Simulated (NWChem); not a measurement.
Everything below was run with NWChem. System: CHF₂, charge 0, spin multiplicity 2, at a geometry optimised with UPBE/def2-SVP. The structure started from a generated list of species. Its SCF solution wasn't tested for a lower state. Level: UB3LYP/def2-TZVP, VWN1-RPA local correlation.

Part of the output:

```
             Northwest Computational Chemistry Package (NWChem) 7.3.0
             --------------------------------------------------------

                                NWChem Input Module
                                -------------------

 Scaling coordinates for geometry "geometry" by  1.889725989
 (inverse scale =  0.529177249)

 Turning off AUTOSYM since
 SYMMETRY directive was detected!

                             Geometry "geometry" -> ""
                             -------------------------

 Output coordinates in angstroms (scale by  1.889725989 to convert to a.u.)

  No.       Tag          Charge          X              Y              Z
 ---- ---------------- ---------- -------------- -------------- --------------
    1 F                    9.0000     0.23095300    -0.07585700     1.10454500
    2 C                    6.0000    -0.44287500     0.24425200     0.00000000
    3 F                    9.0000     0.23095300    -0.07585700    -1.10454500
    4 H                    1.0000    -1.49991000    -0.10009300     0.00000000

 Effective nuclear repulsion energy (a.u.)      69.7762762194

            Nuclear Dipole moment (a.u.)
            ----------------------------
        X                 Y               Z
 ---------------- ---------------- ----------------
    -0.0000113384    -0.0000132281     0.0000000000

      Symmetry information
      --------------------

 Group name             Cs
 Group number              2
 Group order               2
 No. of unique centers     3

      Symmetry unique atoms

     1    2    4


 Summary of "ao basis" -> "" (spherical)
 ------------------------------------------------------------------------------
       Tag                 Description            Shells   Functions and Types
 ---------------- ------------------------------  ------  ---------------------
 *                         def2-tzvp                  on all atoms

                                 NWChem DFT Module
                                 -----------------

 Summary of "ao basis" -> "ao basis" (spherical)
 ------------------------------------------------------------------------------
       Tag                 Description            Shells   Functions and Types
 ---------------- ------------------------------  ------  ---------------------
 F                         def2-tzvp                11       31   5s3p2d1f
 C                         def2-tzvp                11       31   5s3p2d1f
 H                         def2-tzvp                 4        6   3s1p

 Summary of "ao basis" -> "ao basis" (spherical)
 ------------------------------------------------------------------------------
       Tag                 Description            Shells   Functions and Types
 ---------------- ------------------------------  ------  ---------------------
 F                         def2-tzvp                11       31   5s3p2d1f
 C                         def2-tzvp                11       31   5s3p2d1f
 H                         def2-tzvp                 4        6   3s1p

      Symmetry analysis of basis
      --------------------------

        a'         57
        a"         42

            General Information
            -------------------
          SCF calculation type: DFT
          Wavefunction type:  spin polarized.
          No. of atoms     :     4
          No. of electrons :    25
           Alpha electrons :    13
            Beta electrons :    12
          Charge           :     0
          Spin multiplicity:     2
          Use of symmetry is: on ; symmetry adaption is: on
          Maximum number of iterations: 100
          AO basis - number of functions:    99
                     number of shells:    37
          Convergence on energy requested:  1.00D-06
          Convergence on density requested:  1.00D-05
          Convergence on gradient requested:  5.00D-04

              XC Information
              --------------
                         B3LYP Method XC Potential
                     Hartree-Fock (Exact) Exchange  0.200
                        Slater Exchange Functional  0.800 local
                    Becke 1988 Exchange Functional  0.720 non-local
              Lee-Yang-Parr Correlation Functional  0.810
[...]
 Vector   10  Occ=1.000000D+00  E=-4.474866D-01  Symmetry=a"
              MO Center=  2.1D-01, -7.6D-02, -1.4D-14, r^2= 1.7D+00
   Bfn.  Coefficient  Atom+Function         Bfn.  Coefficient  Atom+Function
  ----- ------------  ---------------      ----- ------------  ---------------
     7      0.297274  1 F  py                69     -0.297274  3 F  py
    10      0.238647  1 F  py                72     -0.238647  3 F  py
     6      0.195233  1 F  px                68     -0.195233  3 F  px
    13      0.160032  1 F  py                75     -0.160032  3 F  py
     9      0.156307  1 F  px                71     -0.156307  3 F  px

 Vector   11  Occ=1.000000D+00  E=-4.382265D-01  Symmetry=a"
              MO Center=  2.0D-01, -5.2D-02, -1.6D-13, r^2= 1.7D+00
   Bfn.  Coefficient  Atom+Function         Bfn.  Coefficient  Atom+Function
  ----- ------------  ---------------      ----- ------------  ---------------
     8      0.274993  1 F  pz                70      0.274993  3 F  pz
    11      0.223112  1 F  pz                73      0.223112  3 F  pz
     6     -0.176257  1 F  px                 7      0.175945  1 F  py
    68      0.176257  3 F  px                69     -0.175945  3 F  py
    14      0.142849  1 F  pz                76      0.142849  3 F  pz

 Vector   12  Occ=1.000000D+00  E=-4.235631D-01  Symmetry=a'
              MO Center= -2.4D-01, -1.3D-02,  1.8D-13, r^2= 1.9D+00
   Bfn.  Coefficient  Atom+Function         Bfn.  Coefficient  Atom+Function
  ----- ------------  ---------------      ----- ------------  ---------------
     6      0.305120  1 F  px                68      0.305120  3 F  px
     9      0.246338  1 F  px                71      0.246338  3 F  px
    95      0.204293  4 H  s                 37     -0.170504  2 C  px
    12      0.166160  1 F  px                74      0.166160  3 F  px
    35      0.135334  2 C  s                 94      0.132240  4 H  s

 Vector   13  Occ=0.000000D+00  E=-8.044506D-02  Symmetry=a'
              MO Center= -4.4D-01,  5.1D-01,  7.8D-16, r^2= 1.5D+00
   Bfn.  Coefficient  Atom+Function         Bfn.  Coefficient  Atom+Function
  ----- ------------  ---------------      ----- ------------  ---------------
    36      0.576070  2 C  s                 38      0.370512  2 C  py
    96     -0.337566  4 H  s                 41      0.335494  2 C  py
    44      0.330756  2 C  py                 7     -0.185988  1 F  py
    13     -0.185077  1 F  py                35      0.185102  2 C  s
    69     -0.185988  3 F  py                75     -0.185077  3 F  py

 Vector   14  Occ=0.000000D+00  E= 6.971426D-02  Symmetry=a'
              MO Center= -1.9D+00, -1.9D-01, -2.1D-14, r^2= 2.5D+00
   Bfn.  Coefficient  Atom+Function         Bfn.  Coefficient  Atom+Function
  ----- ------------  ---------------      ----- ------------  ---------------
    96      2.625844  4 H  s                 36     -1.373397  2 C  s
    43      0.779087  2 C  px                35     -0.481747  2 C  s
    44      0.386260  2 C  py                95     -0.277842  4 H  s
    37      0.194155  2 C  px                34     -0.141654  2 C  s
    12     -0.111673  1 F  px                74     -0.111673  3 F  px

 Vector   15  Occ=0.000000D+00  E= 9.904664D-02  Symmetry=a"
              MO Center= -7.0D-01,  3.2D-01,  1.9D-14, r^2= 3.7D+00
   Bfn.  Coefficient  Atom+Function         Bfn.  Coefficient  Atom+Function
  ----- ------------  ---------------      ----- ------------  ---------------
    45      1.446615  2 C  pz                 5     -0.920876  1 F  s
    67      0.920876  3 F  s                 42      0.422013  2 C  pz
    12      0.274853  1 F  px                74     -0.274853  3 F  px
    39      0.215629  2 C  pz                14      0.168166  1 F  pz
    76      0.168166  3 F  pz                13     -0.133232  1 F  py

   alpha - beta orbital overlaps
   -----------------------------

   alpha      1      2      3      4      5      6      7      8      9     10
    beta      1      2      3      4      5      6      7      8      9     10
 overlap   1.000  1.000  1.000  1.000  1.000  0.996  0.999  0.992  0.982  0.961

   alpha     11     12     13     14     15     16     17     18     19     20
    beta     11     12     13     14     15     16     17     18     19     20
 overlap   0.962  0.995  0.980  0.999  0.998  0.997  0.988  0.915  0.916  0.998

   alpha     21     22     23     24     25     26     27     28     29     30
    beta     21     22     23     24     25     27     26     28     29     30
 overlap   0.998  1.000  0.998  0.999  0.999  0.991  1.000  0.987  0.999  0.996

   alpha     31     32     33     34     35     36     37     38     39     40
    beta     31     32     33     34     35     36     37     38     39     40
 overlap   1.000  0.994  0.995  1.000  0.957  0.958  1.000  1.000  0.999  0.999

   alpha     41     42     43     44     45     46     47     48     49     50
    beta     41     42     44     43     45     46     47     48     49     50
 overlap   0.999  1.000  0.999  1.000  0.999  0.999  1.000  0.990  0.988  0.996

   alpha     51     52     53     54     55     56     57     58     59     60
    beta     51     52     53     54     55     56     58     57     60     59
 overlap   1.000  0.995  0.989  0.995  0.942  0.943  0.980  0.998  0.996  0.992

   alpha     61     62     63     64     65     66     67     68     69     70
    beta     61     62     63     64     65     66     67     68     69     70
 overlap   0.999  0.999  0.997  0.988  1.000  0.989  0.999  0.999  0.999  1.000

   alpha     71     72     73     74     75     76     77     78     79     80
    beta     71     72     73     74     75     76     77     78     79     80
 overlap   1.000  1.000  0.991  0.989  0.999  0.999  0.990  0.999  1.000  1.000

   alpha     81     82     83     84     85     86     87     88     89     90
    beta     81     82     83     84     85     86     87     88     89     90
 overlap   0.999  1.000  1.000  1.000  1.000  1.000  1.000  1.000  1.000  1.000

   alpha     91     92     93     94     95     96     97     98     99
    beta     91     92     93     94     95     96     97     98     99
 overlap   0.978  1.000  0.978  1.000  1.000  1.000  1.000  1.000  1.000

     --------------------------
     Expectation value of S2:
     --------------------------
      <S2> =      0.7523 (Exact =     0.7500)

 center of mass
 --------------
 x =   0.07222279 y =  -0.00193311 z =   0.00000000

 moments of inertia (a.u.)
 ------------------
         168.916482159551           6.465265943486           0.000000000000
           6.465265943486         189.016640449305           0.000000000000
           0.000000000000           0.000000000000          26.846587993498

     Multipole analysis of the density
     ---------------------------------

     L   x y z        total         alpha         beta         nuclear
     -   - - -        -----         -----         ----         -------
     0   0 0 0     -0.000000    -13.000000    -12.000000     25.000000

     1   1 0 0     -0.528822      0.104803     -0.633615     -0.000011
     1   0 1 0     -0.066536     -0.488416      0.421893     -0.000013
     1   0 0 1     -0.000000      0.000000     -0.000000      0.000000

     2   2 0 0    -10.647894    -13.918728    -12.394235     15.665069
     2   1 1 0      0.303340      1.983935      1.227171     -2.907765
     2   1 0 1     -0.000000      0.000000     -0.000000      0.000000
     2   0 2 0    -12.014960     -8.066464     -5.632431      1.683935
     2   0 1 1      0.000000      0.000000      0.000000      0.000000
     2   0 0 2    -13.093321    -46.415968    -45.099189     78.421836

 Task  times  cpu:        1.3s     wall:        1.3s

 Total times  cpu:        1.3s     wall:        1.3s
```

### Question
Write an NWChem input that would produce this output.

### Answer
One answer among several that fit: 
```
start mol
memory heap 200 mb stack 900 mb global 1100 mb
geometry units angstroms nocenter noautoz
  F      0.230953    -0.075857     1.104545
  C     -0.442875     0.244252     0.000000
  F      0.230953    -0.075857    -1.104545
  H     -1.499910    -0.100093     0.000000
  symmetry group Cs
end
basis spherical
  * library def2-tzvp
end
dft
  xc b3lyp
  odft
  mult 2
  semidirect memsize 60000000 filesize 0
  iterations 100
end
task dft energy
```
